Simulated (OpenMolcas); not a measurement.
Ti3+ among 2 point charges of -1 e arranged as a linear pair (D∞h).

```
Program             : OpenMolcas
Method              : SS-CASPT2, IPEA 0.25 Eh, imaginary shift 0.1 Eh (closed shells correlated: 3s 3p)
Basis               : ANO-RCC-VDZP [5s4p2d1f]
Scalar Hamiltonian  : DKH2, point nucleus
Active space        : 1 electron in 5 orbitals (3d)
State averaging     : 2S+1 = 2 even, 5 roots
Spin-orbit coupling : state interaction with AMFI integrals over the reference wave functions
```

All point charges move together. At R = 1.84 Å the first state of the same spin is 6550 cm-1, and at R = 1.94 Å it is 5710 cm-1.

Problem. A third run gives 8210 cm-1. What distance was it run at?

Solution. With a power law R^-n the two known points give n = -ln(5710 / 6550) / ln(1.94 / 1.84) = 2.59. Then R = 1.84 × (6550 / 8210)^(1/2.59) = 1.686 Å. The run was at 1.68 Å, so the estimate is off by +0.006 Å.

Free-ion shares, where given, are those of the reference states; single-state CASPT2 does not remix them. This is an electrostatic model: the charges have no orbitals. No measured value stands beside these numbers.
